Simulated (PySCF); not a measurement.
**From computed data to an observable: oscillator strength and radiative lifetime**

H6HfN2S2, SMILES [NH2][Hf]([NH2])([SH])[SH], multiplicity 1.

Geometry: PBE0-D3(BJ)/def2-SVP. The spin state was assumed, not searched. The def2 effective core potentials stand for the cores of Hf; spin–orbit coupling is left out. The values are those of a single conformer.

TDDFT-PBE/def2-SVPD (PySCF) puts the first singlet state with f over 0.02 at 4.44 eV (vertical), with the transition dipole (0.567, 0.093, 0.000) in atomic units.

Problem. Find the oscillator strength, the wavelength and the radiative lifetime that this transition would have in vacuum if emission retraced absorption.

Solution. 
|μ|² = 0.3301 au, so |μ| = 1.46 D. ΔE = 4.44/27.211 = 0.1632 hartree. f = (2/3) ΔE |μ|² = 0.036 (the program prints 0.036).
λ = 1239.84/4.44 = 279 nm; ν = 35811 cm⁻¹.
Einstein's coefficient A = 0.6670 ν² f s⁻¹ (ν in cm⁻¹) = 3.1e7 s⁻¹, so τ = 1/A = 33 ns. This state is S2; the lower singlet has f = 0.004. The figure is the radiative limit of this one transition; relaxation, internal conversion, crossing to triplets and a medium change what is measured.
